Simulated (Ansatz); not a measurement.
F₆OSi₂, triplet, geometry from GFN2-xTB of the parent state (a higher spin typed on purpose: for a closed-shell molecule this is an excited state); MP2/3-21G (Ansatz, a first-principles code).

Ansatz was given this input:
Ansatz 0.2 input:
```yaml
crystal:
  periodic: [false, false, false]
  atoms:
    - {symbol: F, position_ang: [1.96340522, -0.18763904, -1.27226976]}
    - {symbol: Si, position_ang: [1.50372962, 0.23671197, 0.19538769]}
    - {symbol: F, position_ang: [2.57596532, -0.51476360, 1.11744875]}
    - {symbol: F, position_ang: [1.99204263, 1.75852000, 0.27278663]}
    - {symbol: O, position_ang: [0.05945132, -0.00988102, 0.68849837]}
    - {symbol: Si, position_ang: [-1.67456426, -0.23398609, 0.24990733]}
    - {symbol: F, position_ang: [-1.62664035, 0.98995938, -0.81521947]}
    - {symbol: F, position_ang: [-3.34899722, -0.44295146, -0.04394250]}
    - {symbol: F, position_ang: [-1.34287844, -1.59858244, -0.56348334]}
basis:
  gaussian:
    orbitals: 3-21G.json
magnetization: {spin_polarized: true, initial_magnetization: 2}
correlation: {method: mp2}
```
The basis file holds 3-21G in the JSON format of the Basis Set Exchange.

Output, abridged:

```
Functional definition: HF
894 factors; integrals over basis functions are off by at most 1.5e-4 eV
mean field evaluation 1: about -33815.0259 eV, gradient 3.8e1 eV
mean field evaluation 2: about -33815.1497 eV, gradient 3.8e1 eV
mean field evaluation 4: about -33821.2633 eV, gradient 3.5e0 eV
mean field evaluation 8: about -33821.4931 eV, gradient 2.2e-1 eV
mean field evaluation 16: about -33815.5636 eV, gradient 3.6e1 eV
mean field evaluation 32: about -33821.2700 eV, gradient 4.8e0 eV
mean field evaluation 64: about -33821.6020 eV, gradient 4.0e-2 eV
mean field evaluation 96: about -33821.6787 eV, gradient 2.3e-1 eV
mean field evaluation 128: about -33821.2969 eV, gradient 7.0e-1 eV
mean field -33821.68764743 eV, -1242.9240958798 hartree, gradient 2.7e-6 eV, S^2 2.003658; 14 other end points of the search recorded, 0 dependent functions left out
17 core orbitals not correlated
reference -33821.68764743 eV, -1242.9240958798 hartree; 29, 27 occupied and 43, 45 virtual orbitals, 894 factors
second order -23.43885444 eV of doubles, -0.00000000 eV of singles
Total energy: -33845.12650188 eV, -1243.7854578932 hartree
```
